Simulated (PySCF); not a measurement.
**Choosing a basis for TDDFT**

C2H9BGe.
Cartesian coordinates in Å at the PBE0-D3(BJ)/def2-SVP level; atoms count from 1:
```
atom  x, y, z in Å
C1    -0.696    2.009   -0.051
B2    -0.397    0.476    0.050
C3    -1.510   -0.624    0.094
Ge4    1.591   -0.145    0.150
H5    -0.243    2.534    0.810
H6    -1.762    2.275   -0.108
H7    -0.174    2.434   -0.928
H8    -1.449   -1.149    1.066
H9    -2.537   -0.248   -0.032
H10   -1.320   -1.412   -0.656
H11    2.610    1.015    0.170
H12    1.959   -1.043   -1.054
H13    1.861   -1.001    1.410
```

TDDFT with PBE0 (PySCF), vertical singlets, core orbitals frozen in the response, spherical d and f functions. Geometry: PBE0-D3(BJ)/def2-SVP; no solvent, vibrations or thermal averaging. The PBE0/6-31G* calculation is non-relativistic and has no spin–orbit coupling, an omission that weighs most on germanium.

How do the low singlets change with the basis? Take 6-31G*, def2-SVP, def2-SVPD, aug-cc-pVDZ, def2-TZVP and def2-TZVPD.

| basis | functions | diffuse | S1 (eV) | S2 (eV) | S3 (eV) | S4 (eV) | S5 (eV) | LUMO (eV) | α (au) |
| --- | --- | --- | --- | --- | --- | --- | --- | --- | --- |
| 6-31G* | 92 | no | 4.70 | 6.04 | 6.83 | 6.99 | 8.07 | -1.05 | 61.8 |
| def2-SVP | 119 | no | 4.62 | 6.00 | 6.68 | 6.82 | 7.83 | -1.25 | 66.1 |
| def2-SVPD | 170 | yes | 4.61 | 5.99 | 6.64 | 6.66 | 6.77 | -1.32 | 75.0 |
| aug-cc-pVDZ | 186 | yes | 4.61 | 5.98 | 6.34 | 6.66 | 6.78 | -1.30 | 76.5 |
| def2-TZVP | 195 | no | 4.60 | 5.98 | 6.66 | 6.80 | 7.04 | -1.30 | 72.7 |
| def2-TZVPD | 246 | yes | 4.60 | 5.97 | 6.45 | 6.65 | 6.78 | -1.31 | 76.0 |

States are compared by their number. Against the largest diffuse basis here (def2-TZVPD, itself not a converged limit), sets without diffuse functions differ by up to 0.11 eV in S1 and 1.29 eV in S5; the smaller diffuse sets differ by up to 0.01 and 0.01 eV. State by state, the largest deviation of a set without diffuse functions is S1 0.11, S2 0.06, S3 0.38, S4 0.33, S5 1.29 eV. The same number needn't mean the same state in each row. Against def2-TZVPD the polarisability deviates by -19% in 6-31G*, -13% in def2-SVP, -1% in def2-SVPD, +1% in aug-cc-pVDZ, -4% in def2-TZVP.
